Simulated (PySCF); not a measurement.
Z-matrix (Å, degrees):
```
C
H 1 1.0969
H 1 1.0999 2 109.46
C 1 1.4918 2 111.13 3 -124.36
H 4 1.1016 1 114.28 2 177.54
S 4 1.6230 5 120.24 1 -178.93
S 1 1.8414 2 106.12 3 117.48
H 7 1.3542 1 96.38 2 -164.69
```
Charge 0, spin multiplicity 1.

### Question
Estimate the S1 oscillator strength, HOMO–LUMO gap and dipole moment that PBE-D3(BJ)/def2-TZVP (PySCF) returns for this input.

### Answer

```yaml
S1 oscillator strength: 0.003
HOMO–LUMO gap: 2.04 eV
dipole_moment: 2.45 D
```
